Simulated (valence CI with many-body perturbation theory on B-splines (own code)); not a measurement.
**Pd¹²⁺: electric-dipole lines**

Level of theory: configuration interaction combined with many-body perturbation theory (CI+MBPT): six valence electrons over a frozen Dirac-Fock core [Ar] 3d10, radial functions for each j: 9 s, 9 p, 8 d, 6 f, 3 g, 1 h, with the one-electron correlation potential Σ1, the two-electron term Σ2, the three-electron term Σ3, Breit, model QED; selected CI, second order for the rest, scaled by the run's own slope (own B-spline code, finite nucleus).

No measured spectrum was set against this ion. As an estimate, levels hold to about 250 cm⁻¹ or 0.2 % of their energy and the worst to 1 %, as in measured heavy ions of charge 2 to 7; those with d or f electrons hold less well. Among the levels kept, up to 1400 cm⁻¹ of a level comes from second order outside the variational space, and about a tenth of that is noise between levels of different J, which matters for small intervals.

Lines 1 to 50 of 85 in falling wavelength, among levels below 589900 cm⁻¹, chosen from the strongest by gf and those to the six lowest levels. Wavelengths and rates use the calculated energies, so an error of 900 cm⁻¹ moves a line at 44.52 nm by 0.4 % and its rate by three times that or more. Electric multipoles are in the length gauge, E1 and E2 with the static RPA response of the core. Weak lines are less certain than strong ones. Lines between different terms over intervals too small for the method are left out, as are lines whose strength nearly cancels. The highest levels of a list are the least certain.

Names give the largest LS component (configuration and term), which can be under half, so a name can repeat, a term be missing and a line seem to break the LS rules; names also repeat where a configuration has a term twice. Letters in brackets count levels of one name in rising energy.

| λ vac (nm) | Upper | Lower | A (s⁻¹) | S (a.u.) |
| --- | --- | --- | --- | --- |
| 44.52 | 4s4p⁵ ³P°_1 | 4s²4p⁴ ¹S_0 | 1.20e+08 | 1.57e-02 |
| 38.31 | 4s4p⁵ ³P°_2 | 4s²4p⁴ ¹D_2 | 5.99e+08 | 8.31e-02 |
| 35.85 | 4s4p⁵ ³P°_2 | 4s²4p⁴ ³P_1 | 1.41e+09 | 1.60e-01 |
| 35.30 | 4s4p⁵ ³P°_1 | 4s²4p⁴ ¹D_2 | 3.17e+08 | 2.06e-02 |
| 34.33 | 4s4p⁵ ¹P°_1 | 4s²4p⁴ ¹S_0 | 1.10e+09 | 6.57e-02 |
| 33.20 | 4s4p⁵ ³P°_1 | 4s²4p⁴ ³P_1 | 1.49e+09 | 8.08e-02 |
| 31.46 | 4s4p⁵ ³P°_1 | 4s²4p⁴ ³P_0 | 2.12e+09 | 9.77e-02 |
| 31.23 | 4s4p⁵ ³P°_2 | 4s²4p⁴ ³P_2 | 4.86e+09 | 3.66e-01 |
| 30.87 | 4s4p⁵ ³P°_0 | 4s²4p⁴ ³P_1 | 7.74e+09 | 1.12e-01 |
| 30.53 | 4s²4p³4d ⁵D°_1 | 4s²4p⁴ ¹S_0 | 3.73e+05 | 1.57e-05 |
| 29.20 | 4s4p⁵ ³P°_1 | 4s²4p⁴ ³P_2 | 5.43e+09 | 2.00e-01 |
| 28.57 | 4s4p⁵ ¹P°_1 | 4s²4p⁴ ¹D_2 | 1.63e+10 | 5.63e-01 |
| 27.57 | 4s²4p³4d ³D°_1 [a] | 4s²4p⁴ ¹S_0 | 5.17e+06 | 1.60e-04 |
| 27.18 | 4s4p⁵ ¹P°_1 | 4s²4p⁴ ³P_1 | 3.32e+08 | 9.86e-03 |
| 26.09 | 4s²4p³4d ⁵D°_2 | 4s²4p⁴ ¹D_2 | 5.83e+06 | 2.55e-04 |
| 26.04 | 4s²4p³4d ⁵D°_3 | 4s²4p⁴ ¹D_2 | 9.38e+06 | 5.72e-04 |
| 26.01 | 4s4p⁵ ¹P°_1 | 4s²4p⁴ ³P_0 | 9.16e+06 | 2.39e-04 |
| 25.89 | 4s²4p³4d ⁵D°_1 | 4s²4p⁴ ¹D_2 | 9.97e+07 | 2.56e-03 |
| 25.24 | 4s²4p³4d ³D°_1 [b] | 4s²4p⁴ ¹S_0 | 2.06e+08 | 4.91e-03 |
| 24.99 | 4s²4p³4d ³D°_2 [a] | 4s²4p⁴ ¹D_2 | 1.20e+08 | 4.62e-03 |
| 24.93 | 4s²4p³4d ⁵D°_2 | 4s²4p⁴ ³P_1 | 9.73e+05 | 3.72e-05 |
| 24.88 | 4s²4p³4d ⁵D°_0 | 4s²4p⁴ ³P_1 | 1.11e+09 | 8.47e-03 |
| 24.74 | 4s²4p³4d ⁵D°_1 | 4s²4p⁴ ³P_1 | 3.18e+08 | 7.12e-03 |
| 24.44 | 4s4p⁵ ¹P°_1 | 4s²4p⁴ ³P_2 | 1.92e+09 | 4.15e-02 |
| 24.18 | 4s²4p³4d ³P°_1 [a] | 4s²4p⁴ ¹S_0 | 2.32e+08 | 4.86e-03 |
| 23.91 | 4s²4p³4d ³D°_2 [a] | 4s²4p⁴ ³P_1 | 6.09e+07 | 2.05e-03 |
| 23.88 | 4s²4p³4d ³D°_3 [a] | 4s²4p⁴ ¹D_2 | 9.31e+06 | 4.38e-04 |
| 23.77 | 4s²4p³4d ⁵D°_1 | 4s²4p⁴ ³P_0 | 2.44e+08 | 4.85e-03 |
| 23.73 | 4s²4p³4d ³D°_1 [a] | 4s²4p⁴ ¹D_2 | 4.15e+07 | 8.22e-04 |
| 23.62 | 4s²4p³4d ³F°_2 [a] | 4s²4p⁴ ¹D_2 | 3.29e+05 | 1.07e-05 |
| 23.29 | 4s²4p³4d ³F°_3 [a] | 4s²4p⁴ ¹D_2 | 8.15e+07 | 3.56e-03 |
| 22.97 | 4s²4p³4d ³G°_3 | 4s²4p⁴ ¹D_2 | 2.21e+08 | 9.27e-03 |
| 22.76 | 4s²4p³4d ³D°_1 [a] | 4s²4p⁴ ³P_1 | 4.40e+07 | 7.69e-04 |
| 22.66 | 4s²4p³4d ³F°_2 [a] | 4s²4p⁴ ³P_1 | 2.90e+07 | 8.32e-04 |
| 22.60 | 4s²4p³4d ⁵D°_2 | 4s²4p⁴ ³P_2 | 9.64e+08 | 2.75e-02 |
| 22.59 | 4s²4p³4d ¹S°_0 | 4s²4p⁴ ³P_1 | 5.51e+03 | 3.13e-08 |
| 22.56 | 4s²4p³4d ⁵D°_3 | 4s²4p⁴ ³P_2 | 5.92e+08 | 2.35e-02 |
| 22.45 | 4s²4p³4d ⁵D°_1 | 4s²4p⁴ ³P_2 | 2.27e+09 | 3.80e-02 |
| 22.25 | 4s²4p³4d ³P°_1 [b] | 4s²4p⁴ ¹S_0 | 6.17e+08 | 1.01e-02 |
| 21.98 | 4s²4p³4d ³D°_1 [b] | 4s²4p⁴ ¹D_2 | 2.69e+09 | 4.23e-02 |
| 21.93 | 4s²4p³4d ³D°_1 [a] | 4s²4p⁴ ³P_0 | 1.53e+08 | 2.40e-03 |
| 21.82 | 4s²4p³4d ³S°_1 | 4s²4p⁴ ¹S_0 | 8.72e+08 | 1.34e-02 |
| 21.77 | 4s²4p³4d ³D°_2 [a] | 4s²4p⁴ ³P_2 | 2.49e+09 | 6.34e-02 |
| 21.51 | 4s²4p³4d ¹D°_2 | 4s²4p⁴ ¹D_2 | 6.50e+08 | 1.60e-02 |
| 21.18 | 4s²4p³4d ³P°_1 [a] | 4s²4p⁴ ¹D_2 | 6.84e+09 | 9.61e-02 |
| 21.15 | 4s²4p³4d ³D°_1 [b] | 4s²4p⁴ ³P_1 | 4.91e+07 | 6.88e-04 |
| 20.92 | 4s²4p³4d ³D°_3 [a] | 4s²4p⁴ ³P_2 | 8.05e+08 | 2.55e-02 |
| 20.81 | 4s²4p³4d ³D°_1 [a] | 4s²4p⁴ ³P_2 | 9.01e+08 | 1.20e-02 |
| 20.75 | 4s²4p³4d ³D°_2 [b] | 4s²4p⁴ ¹D_2 | 6.02e+03 | 1.33e-07 |
| 20.72 | 4s²4p³4d ³F°_2 [a] | 4s²4p⁴ ³P_2 | 1.20e+09 | 2.63e-02 |
